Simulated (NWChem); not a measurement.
System: SiCl₃ cation

The following NWChem deck was run.

```
start job
memory heap 200 mb stack 900 mb global 1100 mb
charge 1
geometry units angstroms noautosym nocenter noautoz
  Cl     1.388346     1.388346     0.000000
  Si     0.000000     0.000000     0.000000
  Cl     0.508170    -1.896516     0.000000
  Cl    -1.896516     0.508170     0.000000
end
basis spherical
  Cl library def2-svp
  Si library def2-svp
end
dft
  xc xpbe96 cpbe96
  iterations 150
end
cosmo
  do_cosmo_smd true
  solvent dcm
end
task dft energy
```

Output (shortened):

```
             Northwest Computational Chemistry Package (NWChem) 7.3.0
             --------------------------------------------------------

                             Geometry "geometry" -> ""
                             -------------------------

 Output coordinates in angstroms (scale by  1.889725989 to convert to a.u.)

  No.       Tag          Charge          X              Y              Z
 ---- ---------------- ---------- -------------- -------------- --------------
    1 Cl                  17.0000     1.38834600     1.38834600     0.00000000
    2 Si                  14.0000     0.00000000     0.00000000     0.00000000
    3 Cl                  17.0000     0.50817000    -1.89651600     0.00000000
    4 Cl                  17.0000    -1.89651600     0.50817000     0.00000000

 Effective nuclear repulsion energy (a.u.)     327.3470032917

  pbe96 is a nonlocal functional; adding pw91lda local functional.

                                 NWChem DFT Module
                                 -----------------

 Summary of "ao basis" -> "ao basis" (spherical)
 ------------------------------------------------------------------------------
       Tag                 Description            Shells   Functions and Types
 ---------------- ------------------------------  ------  ---------------------
 Cl                         def2-svp                 8       18   4s3p1d
 Si                         def2-svp                 8       18   4s3p1d

 in cosmo_initialize ...
 calling solv_data for solv:dcm

 solvent parameters
 solvname_short: dcm
 solvname_long:  dichloromethane
 dielec:        8.9300
 dielecinf:     2.0283
 nonaqueous SMD model solvent descriptors
 dielec:        8.9300
 sola:          0.1000
 solb:          0.0500
 solc:          0.0000
 solg:         39.1500
 solh:          0.6670
 soln:          1.4242

          ---------------
          -cosmo- solvent
          ---------------
 Cosmo: York-Karplus, doi: 10.1021/jp992097l
 dielectric constant -eps-     =   8.93
 screen = (eps-1)/(eps    )    =   0.88802
 surface charge correction     = lagrangian

   van der Waals surface
 --------------------------

[...]

                                COSMO-SMD solvation results
                                ---------------------------

             internal energy in gas <Psi(g)|H|Psi(g)> =     -1668.666838924876
         internal energy in solvent <Psi(s)|H|Psi(s)> =     -1668.666268266677
                               delta internal energy  =         0.000570658199 (    0.36 kcal/mol)
   total free energy in solvent <Psi(s)|H+V/2|Psi(s)> =     -1668.741728366066
 polarization energy contribution <Psi(s)|V/2|Psi(s)> =        -0.075460099390 (  -47.35 kcal/mol)
    total free energy in solvent including G(SMD-CDS) =     -1668.746553477540
                       G(SMD-CDS) energy contribution =        -0.004825111473 (   -3.03 kcal/mol)
     1 M fixed-concentration free energy of solvation =        -0.079714552664 (  -50.02 kcal/mol)

                       DFT Final Molecular Orbital Analysis
                       ------------------------------------

 Vector   30  Occ=2.000000D+00  E=-3.970344D-01
              MO Center= -6.6D-01, -6.6D-01, -3.1D-09, r^2= 3.8D+00
   Bfn.  Coefficient  Atom+Function         Bfn.  Coefficient  Atom+Function
  ----- ------------  ---------------      ----- ------------  ---------------
    49      0.439990  3 Cl pz                67     -0.440008  4 Cl pz
    46      0.351788  3 Cl pz                64     -0.351803  4 Cl pz
    43      0.201390  3 Cl pz                61     -0.201399  4 Cl pz
    33     -0.064761  2 Si d -1              35     -0.064765  2 Si d  1

 Vector   31  Occ=2.000000D+00  E=-3.969903D-01
              MO Center=  6.6D-01,  6.6D-01,  3.0D-09, r^2= 3.8D+00
   Bfn.  Coefficient  Atom+Function         Bfn.  Coefficient  Atom+Function
  ----- ------------  ---------------      ----- ------------  ---------------
    13      0.508224  1 Cl pz                10      0.406381  1 Cl pz
    49     -0.253881  3 Cl pz                67     -0.253850  4 Cl pz
     7      0.232639  1 Cl pz                46     -0.202984  3 Cl pz
    64     -0.202959  4 Cl pz                43     -0.116202  3 Cl pz
    61     -0.116187  4 Cl pz                33      0.064751  2 Si d -1

 Vector   32  Occ=2.000000D+00  E=-3.749983D-01
              MO Center=  1.7D-03,  1.7D-03,  2.7D-10, r^2= 4.9D+00
   Bfn.  Coefficient  Atom+Function         Bfn.  Coefficient  Atom+Function
  ----- ------------  ---------------      ----- ------------  ---------------
    47      0.360679  3 Cl px                66     -0.360679  4 Cl py
    44      0.289888  3 Cl px                63     -0.289888  4 Cl py
    11     -0.264522  1 Cl px                12      0.264522  1 Cl py
     8     -0.212622  1 Cl px                 9      0.212622  1 Cl py
    41      0.164797  3 Cl px                60     -0.164797  4 Cl py

 Vector   33  Occ=0.000000D+00  E=-1.908233D-01
              MO Center=  1.2D-05,  1.2D-05, -4.6D-08, r^2= 3.1D+00
   Bfn.  Coefficient  Atom+Function         Bfn.  Coefficient  Atom+Function
  ----- ------------  ---------------      ----- ------------  ---------------
    31      0.572160  2 Si pz                28      0.546795  2 Si pz
    13     -0.291875  1 Cl pz                49     -0.291846  3 Cl pz
    67     -0.291846  4 Cl pz                25     -0.240430  2 Si pz
    10     -0.186476  1 Cl pz                46     -0.186475  3 Cl pz
    64     -0.186475  4 Cl pz                 7     -0.103563  1 Cl pz

[...]
```

Level: PBE/def2-SVP, SMD on the gas-phase geometry. Coordinates come from a PBE0/def2-SVP optimisation. Solvent: dichloromethane.
